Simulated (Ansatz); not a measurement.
H2BClN, SMILES `N[B-]Cl` (excited triplet) (charge -1, multiplicity 3). This triplet is an excited state, 1.72 eV above the relaxed singlet at the level frozen-core CCSD(T)/aug-cc-pVDZ // B3LYP-D3(BJ)/def2-TZVPD (Ansatz, an electronic-structure program).

These are BLYP/aug-cc-pVTZ // B3LYP-D3(BJ)/def2-TZVPD run with Ansatz values and carry that method's errors.

Ansatz 0.2 input:
```yaml
crystal:
  periodic: [false, false, false]
  atoms:
    - { symbol: N, position_ang: [-0.702243, -0.026343, 0.19737] }
    - { symbol: B, position_ang: [0.656905, -0.190531, 0.671777] }
    - { symbol: Cl, position_ang: [2.22342, 0.031638, -0.418709] }
    - { symbol: H, position_ang: [-1.115971, -0.713269, -0.427559] }
    - { symbol: H, position_ang: [-1.062111, 0.898505, -0.022878] }
basis:
  gaussian: { orbitals: aug-cc-pVTZ }
hamiltonian:
  xc: blyp
total_charge: -1
magnetization:
  spin_polarized: true
  initial_magnetization: 2
```

Output:

```
Functional definition: BLYP
912 factors; their error is unknown
mean field evaluation 1: about -14714.6477 eV, gradient 3.8e1 eV
mean field evaluation 2: about -14625.7837 eV, gradient 1.0e2 eV
mean field evaluation 4: about -14718.8215 eV, gradient 1.8e1 eV
mean field evaluation 8: about -14721.3476 eV, gradient 3.8e0 eV
mean field evaluation 16: about -14721.5350 eV, gradient 1.5e-1 eV
mean field evaluation 32: about -14721.5077 eV, gradient 4.7e-5 eV
mean field evaluation 64: about -14721.5075 eV, gradient 8.9e-4 eV
mean field evaluation 96: about -14721.4230 eV, gradient 2.1e0 eV
a density is far from that of the atoms, so the factors are made again for it
1105 factors; integrals over basis functions are off by at most 8.6e-4 eV
mean field evaluation 128: about -14721.3145 eV, gradient 3.8e0 eV
mean field evaluation 160: about -14721.0589 eV, gradient 2.6e0 eV
mean field evaluation 192: about -14720.1223 eV, gradient 2.6e0 eV
mean field -14721.50746727 eV, -541.0054208261 hartree, gradient 8.5e-6 eV, S^2 2.004491; 11 other end points of the search recorded, 0 dependent functions left out
reference -14721.50771850 eV, -541.0054300587 hartree; 17, 15 occupied and 171, 173 virtual orbitals, 1105 factors
Total energy: -14721.50771850 eV, -541.0054300587 hartree
```
